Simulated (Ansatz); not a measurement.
Stepwise reaction of `[SiH3][SiH2][SiH2][SiH2][GeH3]` with hydrogen, as a gas-phase model of exchange steps in deposition or etching. ΔE in kJ/mol.

Computed with Ansatz on PBE0-D4/def2-TZVP structures; ΔE is electronic, products minus reactants. CCSD(T)/CBS is the MP2 limit (def2-TZVPP, def2-QZVPP) plus CCSD(T) − MP2 in def2-TZVPP, frozen cores. This one scheme is used for every species. DFT in def2-TZVPP. B3LYP here is the variant with VWN-RPA as its local correlation; programs differ in this. For Ge outer-core shells are correlated without core-valence functions, which leaves a few kJ/mol of doubt a bond. Scalar relativity is left out up to krypton. One conformer a species, not always the lowest.

| step | reaction | PBE-D4 | B3LYP-D4 | ωB97M-V | CCSD(T)/CBS |
| --- | --- | --- | --- | --- | --- |
| 1 | `[SiH3][SiH2][SiH2][SiH2][GeH3]` + H₂ → `[SiH3][SiH2][GeH3]` + `[SiH3][SiH3]` | 12.1 | -2.1 | -7.1 | -1.0 |

Problem. Give the row of step 2, `[SiH3][SiH2][GeH3]` + H₂ → GeH₄ + `[SiH3][SiH3]`. (Best estimate.)

Solution. Computed: 
```json
{"step": "2", "reaction": "`[SiH3][SiH2][GeH3]` + H₂ → GeH₄ + `[SiH3][SiH3]`", "PBE-D4": "12.3", "B3LYP-D4": "1.5", "ωB97M-V": "-1.1", "CCSD(T)/CBS": "4.4"}
```

Problem. By hand: ΔE of the 2 steps together at CCSD(T)/CBS.

Solution. (-1.0) + (4.4) = 3.4 kJ/mol, or 1.7 kJ/mol a step.

In ΔE each step is higher than the one before. PBE-D4 differs from CCSD(T)/CBS by 7.9 to 13.1 kJ/mol a step. Isolated molecules leave out the surface, adducts and barriers. Largest T1 diagnostic: 0.013.
